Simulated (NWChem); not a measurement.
System: AlH₂SeCl; SMILES [SeH][AlH][Cl]

Input file for NWChem:

```
start job
memory heap 200 mb stack 900 mb global 1100 mb
geometry units angstroms noautosym nocenter noautoz
  Al     0.926524     0.616371     0.058838
  Cl    -0.448664     2.164670     0.436923
  H      2.366981     0.951866    -0.480016
  Se     0.293412    -1.565450     0.444156
  H     -1.046372    -1.155118     0.892685
end
basis spherical
  Al library def2-svp
  Cl library def2-svp
  H library def2-svp
  Se library def2-svp
end
dft
  xc b3lyp
  iterations 150
end
property
  efieldgrad
end
task dft property
```

NWChem printed, in part:

```
             Northwest Computational Chemistry Package (NWChem) 7.3.0
             --------------------------------------------------------

                             Geometry "geometry" -> ""
                             -------------------------

 Output coordinates in angstroms (scale by  1.889725989 to convert to a.u.)

  No.       Tag          Charge          X              Y              Z
 ---- ---------------- ---------- -------------- -------------- --------------
    1 Al                  13.0000     0.92652400     0.61637100     0.05883800
    2 Cl                  17.0000    -0.44866400     2.16467000     0.43692300
    3 H                    1.0000     2.36698100     0.95186600    -0.48001600
    4 Se                  34.0000     0.29341200    -1.56545000     0.44415600
    5 H                    1.0000    -1.04637200    -1.15511800     0.89268500

 Effective nuclear repulsion energy (a.u.)     267.4447448872

                              NWChem Property Module
                              ----------------------

  itol2e modified to match energy
  convergence criterion.

                                 NWChem DFT Module
                                 -----------------

 Summary of "ao basis" -> "ao basis" (spherical)
 ------------------------------------------------------------------------------
       Tag                 Description            Shells   Functions and Types
 ---------------- ------------------------------  ------  ---------------------
 Al                         def2-svp                 8       18   4s3p1d
 Cl                         def2-svp                 8       18   4s3p1d
 H                          def2-svp                 3        5   2s1p
 Se                         def2-svp                12       32   5s4p3d

  itol2e modified to match energy
  convergence criterion.

            General Information
            -------------------
          SCF calculation type: DFT
          Wavefunction type:  closed shell.
          No. of atoms     :     5
          No. of electrons :    66
           Alpha electrons :    33
            Beta electrons :    33
          Charge           :     0
          Spin multiplicity:     1
          Use of symmetry is: off; symmetry adaption is: off
          Maximum number of iterations: 150
          AO basis - number of functions:    78
                     number of shells:    34
          Convergence on energy requested:  1.00D-07
          Convergence on density requested:  1.00D-05
          Convergence on gradient requested:  5.00D-04

              XC Information
              --------------
                         B3LYP Method XC Potential
                     Hartree-Fock (Exact) Exchange  0.200
                        Slater Exchange Functional  0.800 local
                    Becke 1988 Exchange Functional  0.720 non-local
              Lee-Yang-Parr Correlation Functional  0.810
                  VWN I RPA Correlation Functional  0.190 local

             Grid Information
             ----------------
          Grid used for XC integration:  fine
          Radial quadrature: Mura-Knowles
          Angular quadrature: Lebedev.
          Tag              B.-S. Rad. Rad. Pts. Rad. Cut. Ang. Pts.
          ---              ---------- --------- --------- ---------
          Al                  1.25      123          10.0       770
          Cl                  1.00      123          11.0       770
          H                   0.35       60          11.0       590
          Se                  1.15      140          10.0       974
          Grid pruning is: on
          Number of quadrature shells:   506
          Spatial weights used:  Erf1

      Superposition of Atomic Density Guess
      -------------------------------------

 Sum of atomic energies:       -3101.62527967

      Non-variational initial energy
      ------------------------------

 Total energy =   -3102.165297
 1-e energy   =   -4849.061888
 2-e energy   =    1479.451846
 HOMO         =      -0.311389
 LUMO         =       0.023417

[...]

          -----------------------
          Electric field gradient
          -----------------------

 1 a.u. = 0.324123 10**(16) esu/cm**3  ( or statvolts/cm**2 ) = 0.97174 10**(22) v/m**2

 ------------------------------------------------------------
   Atom      X         Y         Z
 ------------------------------------------------------------
    1 Al   1.75088   1.16477   0.11119
 ------------------------------------------------------------

 Electric field gradient in molecular frame (a.u.)
         XX             YY             ZZ             XY             XZ             YZ
 ------------------------------------------------------------------------------------------
        0.410992       0.212478      -0.623470       0.106567      -0.435615      -0.111005

 Principal components (a.u.) and orientation
 of principal axis w.r.t. absolute frame                      Asymmetry parameter eta
 --------------------------------------------------------------------------------------
       -0.787125       0.617509       0.169616                       0.569024

        0.335502       0.882811      -0.328759
        0.068568       0.325176       0.943164
        0.939541      -0.338976       0.048565

 ------------------------------------------------------------
   Atom      X         Y         Z
 ------------------------------------------------------------
    2 Cl  -0.84785   4.09063   0.82566
 ------------------------------------------------------------

 Electric field gradient in molecular frame (a.u.)
         XX             YY             ZZ             XY             XZ             YZ
 ------------------------------------------------------------------------------------------
       -0.074867      -0.339879       0.414745       0.972059       0.110409      -0.290721

 Principal components (a.u.) and orientation
 of principal axis w.r.t. absolute frame                      Asymmetry parameter eta
 --------------------------------------------------------------------------------------
       -1.239995       0.807038       0.432957                       0.301679

       -0.640508       0.690787       0.335503
        0.747946       0.660209       0.068559
        0.174143      -0.294851       0.939541

 ------------------------------------------------------------
   Atom      X         Y         Z
 ------------------------------------------------------------
    3 H    4.47295   1.79877  -0.90710
 ------------------------------------------------------------

 Electric field gradient in molecular frame (a.u.)
         XX             YY             ZZ             XY             XZ             YZ
 ------------------------------------------------------------------------------------------
       -0.088170       0.051384       0.036785      -0.034079       0.054368       0.012588

 Principal components (a.u.) and orientation
 of principal axis w.r.t. absolute frame                      Asymmetry parameter eta
 --------------------------------------------------------------------------------------
       -0.116380       0.059262       0.057118                       0.018422

        0.915430      -0.222330       0.335494
        0.211644       0.974937       0.068593
       -0.342336       0.008214       0.939542

 ------------------------------------------------------------
   Atom      X         Y         Z
 ------------------------------------------------------------
    4 Se   0.55447  -2.95827   0.83933
 ------------------------------------------------------------

 Electric field gradient in molecular frame (a.u.)
         XX             YY             ZZ             XY             XZ             YZ
 ------------------------------------------------------------------------------------------
       -2.823648       0.445831       2.377817       0.292059       2.107472       0.092111

 Principal components (a.u.) and orientation
 of principal axis w.r.t. absolute frame                      Asymmetry parameter eta
 --------------------------------------------------------------------------------------
       -3.585192       3.137180       0.448012                       0.750076

        0.941407       0.335534       0.034211
       -0.060626       0.068567       0.995803
       -0.331780       0.939530      -0.084891

 ------------------------------------------------------------
   Atom      X         Y         Z
 ------------------------------------------------------------
    5 H   -1.97736  -2.18286   1.68693
 ------------------------------------------------------------

 Electric field gradient in molecular frame (a.u.)
         XX             YY             ZZ             XY             XZ             YZ
 ------------------------------------------------------------------------------------------
       -0.144527       0.067752       0.076774       0.070285       0.084039      -0.022371

 Principal components (a.u.) and orientation
 of principal axis w.r.t. absolute frame                      Asymmetry parameter eta
 --------------------------------------------------------------------------------------
       -0.193631       0.105154       0.088477                       0.086131

        0.912466       0.335532       0.234147
       -0.271552       0.068563       0.959979
       -0.306049       0.939530      -0.153676
```

Level: B3LYP/def2-SVP. Structure relaxed at the PBE0/def2-SVP level. NWChem prints the field gradient with the sign opposite to the second derivative of the potential.
